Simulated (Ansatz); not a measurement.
Frontier orbitals of `O[SiH2][AlH][Cl]`.

Total charge 0; spin multiplicity 1. Geometry: relaxed with PBE0-D4/def2-TZVP. It is one conformer, not always the lowest. Basis def2-TZVPP, the Gaussian-basis code of Ansatz.

Orbital energies of one run (eV). Highest occupied ones, from the top: -7.77, -9.03, -9.73, -9.90, -10.24, -11.07, -11.22, -12.21, -13.61, -16.17, -23.38, -29.09, -75.89, -75.98. Empty: -1.94, -0.64, 0.34, 1.62, 1.92, 2.01.

Problem. Which functional gave them?
A. r2SCAN0
B. LDA (SPW92)
C. CAM-B3LYP
D. ωB97M-V

Solution. A. HOMO energies: r2SCAN0 -7.77, CAM-B3LYP -8.89, LDA (SPW92) -6.55, ωB97M-V -9.60 eV.
